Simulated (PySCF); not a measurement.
**Exact mass, isotope pattern and composition**

Species: `FCc1cn([SiH3])cc1C(F)(F)F`.

All values are calculated from tables of isotopes.

Problem. Find the molar and monoisotopic masses of C6H7F4NSi.

Solution. For C6H7F4NSi, with standard atomic weights, 4 × 18.998 + 6 × 12.011 + 1 × 14.007 + 1 × 28.085 + 7 × 1.008 = 197.206 g/mol. From the most abundant isotopes (19F, 12C, 14N, 28Si, 1H), 4 × 18.998403 + 6 × 12.000000 + 1 × 14.003074 + 1 × 27.976927 + 7 × 1.007825 = 197.0284 u.

Problem. What cluster does the molecular ion M+• show when like nominal masses merge?

Solution. 
| nominal mass | m/z (centroid) | relative intensity |
| --- | --- | --- |
| 197 | 197.0278 | 100.0 |
| 198 | 198.0294 | 12.0 |
| 199 | 199.0257 | 3.9 |
| 200 | 200.0281 | 0.2 |

Lines under 0.1 % of the tallest are left out. One electron mass, 0.00055 u, is taken off.

Problem. Which m/z would the protonated, sodiated and deprotonated molecule have?

Solution. [M+H]+ 198.0357, [M+Na]+ 220.0176, [M−H]− 196.0211, for the monoisotopic species (arithmetic only; whether such ions form is another matter).

Problem. Give the mass fraction of each element.

Solution. F 38.53 %, C 36.54 %, N 7.10 %, Si 14.24 %, H 3.58 %.

Problem. Double-bond equivalents and nitrogen rule?

Solution. (2 × 7 + 2 + 1 − 11)/2 = 3; the structure has 1 ring and 2 π bonds. The nominal mass 197 is odd, with 1 nitrogen, as the rule says.
